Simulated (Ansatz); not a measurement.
Cartesian coordinates in Å:
```
Br -0.1718 3.4323 -0.5562
Al -0.1742 1.2085 -0.3306
O 0.6925 0.2152 0.7975
Si -0.0945 -1.0363 -0.0053
H 0.7904 -1.9896 -0.7269
H -1.0425 -1.8301 0.8216
```

Charge 0, multiplicity 1.

(1) List the r2SCAN/def2-TZVPP orbital energies in eV (the Gaussian-basis code of Ansatz). (Best estimate.)

Results:

(1) Ansatz gave: Occupied: -13122.32, -1791.84, -1695.55, -1526.29, -1526.26, -1526.25, -1518.28, -515.54, -235.20, -175.38, -175.26, -175.24, -142.19, -111.72, -97.11, -97.03, -97.01, -72.02, -71.86, -71.85, -69.23, -69.20, -69.18, -69.09, -69.09, -25.39, -20.37, -13.33, -11.06, -9.99, -9.81, -9.57, -8.34, -8.21, -7.86, -5.81. Lowest empty: -2.50, -1.90, -0.42, 0.71, 1.16, 1.58, 2.29, 2.73.
